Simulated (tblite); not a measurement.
Run record: tight-binding relaxation, `F[C@@H]1CCC[C@@](F)([GeH3])C1`.

Computed with GFN2-xTB geometry optimisation, gas phase (tblite 0.8.0). Start geometry: from a force field or distance geometry. A driver script takes a list of jobs; this job's settings line and coordinates (Å) are shown.

Command:
```bash
OMP_NUM_THREADS=1 python probes_run.py task.json out
```

Input:
```
{"job": {"kind": "relax", "xc": "GFN2-xTB", "basis": "xTB"}, "charge": 0, "multiplicity": 1}
F     -1.719300    -2.430900     0.261800
C     -1.147000    -1.209000     0.593700
C     -1.965400    -0.142400    -0.003700
C     -1.197300     1.168100     0.144800
C     -0.062400     1.012900    -0.846800
C      0.840200    -0.133600    -0.556300
F      1.231500    -0.664500    -1.784100
Ge     2.512600     0.521800     0.257300
C      0.297000    -1.235600     0.262200
H     -1.261800    -1.141500     1.718900
H     -2.037100    -0.308300    -1.113900
H     -2.999100    -0.065400     0.441800
H     -1.837100     2.027400    -0.120600
H     -0.807300     1.291900     1.172700
H     -0.574600     0.785600    -1.820300
H      0.463800     1.979800    -1.004200
H      2.477600     2.061800     0.336000
H      2.644200    -0.073900     1.683600
H      3.739300     0.048100    -0.572700
H      0.515000    -2.191000    -0.265400
H      0.878600    -1.284400     1.215100
```

Estimate the output.

```
step      E/eV     max force
  0    -825.60125    2.685
  1    -825.87773    1.007
  2    -825.93774    0.498
  3    -825.97670    0.361
  4    -825.99672    0.331
  5    -826.01844    0.425
  6    -826.03672    0.322
  7    -826.05338    0.273
  8    -826.06516    0.212
  9    -826.07361    0.273
... (95 lines left out)
105    -826.56626    0.021
106    -826.56632    0.020
107    -826.56637    0.014
108    -826.56640    0.015
109    -826.56643    0.013
110    -826.56646    0.012
111    -826.56650    0.018
112    -826.56654    0.020
113    -826.56656    0.013
114    -826.56657    0.006
```

«max force» is the largest atomic force in eV/Å.

From which step on does the largest force stay under 0.1 eV/Å, and how much energy is left to gain from there?

From step 70 (0.087 eV/Å), 13.7 meV above the end.

Main results: energy lowered by 22.3 kcal/mol over 114 steps; largest atomic force 0.006 eV/Å at the end.

Where do the atoms end?

0.702 Å rms from the input after alignment:
```
atom  x, y, z in Å
F1    -1.5099   -2.3291    1.0417
C2    -0.8462   -1.1505    0.7558
C3    -1.8492   -0.0979    0.3034
C4    -1.1114    1.1854   -0.0604
C5    -0.0923    0.9181   -1.1596
C6     0.9078   -0.1242   -0.6886
F7     1.7583   -0.4146   -1.7718
Ge8    2.1855    0.5559    0.7049
C9     0.2032   -1.4177   -0.3132
H10   -0.3685   -0.8431    1.6979
H11   -2.3914   -0.4783   -0.5648
H12   -2.5715    0.0832    1.1011
H13   -1.8246    1.9425   -0.3881
H14   -0.5921    1.5704    0.8252
H15   -0.5940    0.5537   -2.0604
H16    0.4414    1.8356   -1.4215
H17    2.1870    2.0526    0.7057
H18    1.8649    0.0891    2.0909
H19    3.5489    0.0737    0.3479
H20   -0.2841   -1.8381   -1.1977
H21    0.9294   -2.1498    0.0509
```

Time: 0.99 s. Hardware: one thread of an Arm Neoverse V1, on a shared host.
Labels such as C1 count atoms from 1, the log's own numbers from 0.
